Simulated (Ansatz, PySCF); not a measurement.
Spin states of O2Pt (SMILES [O]=[Pt]=[O]), each relaxed with B3LYP-D3(BJ)/def2-TZVP.
State 1 (charge 0, multiplicity 1):
```xyz
3

Pt    -0.00975     0.01482    -0.02204
O      1.29033     0.22146    -1.09507
O     -1.31374    -0.18891     1.04679
```
State 2 (charge 0, multiplicity 5):
```xyz
3

Pt     0.2320    -0.1649     0.2372
O      1.2040     0.3171    -1.2538
O     -1.4692    -0.1048     0.9462
```

Singlets are restricted, other states unrestricted; no spin–orbit coupling, no relativity up to Kr; see below for the cores. The largest T1 diagnostic is 0.108.

Correlated levels freeze the inner cores; with def2 sets outer-core shells near the valence are correlated too.

Codes used: Ansatz (Gaussian orbitals); PySCF for the dispersion terms.  In def2 rows elements past Kr take small-core potentials, without spin–orbit coupling.

```csv
level,energy of the multiplicity-5 state less that of the multiplicity-1 state (kcal/mol)
PBE/def2-TZVPP,56.46
PBE-D3(BJ)/def2-TZVPP,56.47
r2SCAN/def2-TZVPP,47.70
r2SCANh/def2-TZVPP,42.53
PBE0-D3(BJ)/def2-TZVPP,42.64
BHLYP/def2-TZVPP,[?]
CAM-B3LYP-D3(BJ)/def2-TZVPP,41.89
wB97M-V/def2-TZVPP,42.20
B2PLYP-D3(BJ)/def2-TZVPP,[?]
```

Problem. What belongs in the gaps?

Solution. 
- BHLYP/def2-TZVPP, energy of the multiplicity-5 state less that of the multiplicity-1 state (kcal/mol): 20.64
- B2PLYP-D3(BJ)/def2-TZVPP, energy of the multiplicity-5 state less that of the multiplicity-1 state (kcal/mol): 77.11

Doubts at one or more of the structures used: a restricted determinant that unrestricted orbitals would lower (B2PLYP-D3(BJ)/def2-TZVPP).

Ansatz is a program for electronic structure.
